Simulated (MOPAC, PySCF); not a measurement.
Ligands exchanged one at a time, Sn F-OCH3. Isolated molecules, 0 K electronic values unless said otherwise. One relaxed conformer stands for each flexible species; it need not be the lowest. Strings in code marks are SMILES.

Quantity: redistribution energy (mixed species minus the weighted end members), in eV. Semi-empirical values (MOPAC) are differences of heats of formation.

Level 1: PBE-D3(BJ)/def2-TZVP // PBE0-D3(BJ)/def2-SVP (PySCF)
Level 2: B3LYP/6-31G* (LANL2DZ on Sn) // PBE0-D3(BJ)/def2-SVP (PySCF)
Level 3: M06-2X/6-31G* (LANL2DZ on Sn) // PBE0-D3(BJ)/def2-SVP (PySCF)
Level 4: PM3 // PBE0-D3(BJ)/def2-SVP (MOPAC)

```json
[
 {"species": "2 of 4 F replaced by OCH3: `[F][Sn]([F])([O]C)[O]C` (C–O–Sn–F torsion 56°, F–Sn–O–C torsion -58°)", "level 2": "-0.106", "level 3": "-0.076", "level 4": "-0.046"},
 {"species": "1 of 4 F replaced by OCH3: `C[O][Sn]([F])([F])[F]`", "level 2": "-0.090", "level 3": "-0.071", "level 4": "-0.055"},
 {"species": "3 of 4 F replaced by OCH3: `C[O][Sn]([F])([O]C)[O]C`", "level 2": "-0.070", "level 3": "-0.043", "level 4": "-0.034"}
]
```

### Question
What does level 1 give for each?

### Answer

- 2 of 4 F replaced by OCH3: `[F][Sn]([F])([O]C)[O]C` (C–O–Sn–F torsion 56°, F–Sn–O–C torsion -58°): -0.145
- 1 of 4 F replaced by OCH3: `C[O][Sn]([F])([F])[F]`: -0.100
- 3 of 4 F replaced by OCH3: `C[O][Sn]([F])([O]C)[O]C`: -0.101
